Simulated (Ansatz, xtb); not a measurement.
**A geometry optimisation of CH6AlFGe with r2SCAN-D4/def2-SVP**

The starting geometry of this gas-phase singlet was built from a drawn formula by distance geometry and a force field; its bonds are those of `F[C@H]([AlH2])[GeH3]`.

```xyz
10

C     0.2246    1.2224   -0.6947
Al    1.2591   -0.4244   -1.0137
F     0.0692    1.9138   -1.9098
Ge   -1.5465    0.8037    0.0310
H     0.7726    1.8763    0.0296
H     2.6658   -0.6401   -0.2589
H     0.7564   -1.5889   -2.0139
H    -2.3667    2.0556    0.2790
H    -2.2835   -0.1740   -0.9895
H    -1.3421    0.0444    1.3868
```

Task: Predict what it relaxes into with r2SCAN-D4/def2-SVP.

Result: It keeps its bonds, and is `F[C@H]([AlH2])[GeH3]`.

The energy falls by 0.15 eV over 15 steps:

| step | E − E(last) (eV) |
| --- | --- |
| 1 | 0.146 |
| 3 | 0.059 |
| 4 | 0.050 |
| 6 | 0.025 |
| 7 | 0.020 |
| 9 | 0.009 |
| 10 | 0.004 |
| 12 | 0.002 |
| 13 | 0.000 |
| 15 | 0.000 |

Final geometry (Å):

| atom | x (Å) | y (Å) | z (Å) |
| --- | --- | --- | --- |
| C | 0.2115 | 1.1787 | -0.8027 |
| Al | 1.2902 | -0.4466 | -1.1067 |
| F | -0.1626 | 1.7800 | -2.0264 |
| Ge | -1.4732 | 0.7868 | 0.1648 |
| H | 0.7333 | 1.9416 | -0.1894 |
| H | 1.8933 | -1.1823 | 0.1676 |
| H | 1.4597 | -1.0100 | -2.5791 |
| H | -2.3536 | 2.0440 | 0.1710 |
| H | -2.2273 | -0.3445 | -0.5568 |
| H | -1.1623 | 0.3413 | 1.6037 |

From the same start GFN2-xTB ends elsewhere, differing in Al2–F3 (1.84 against 2.81 Å here).

The end wasn't checked by frequencies. Run with Ansatz 0.2.0, 36 s on 2 threads of Arm Neoverse V2 (shared host).
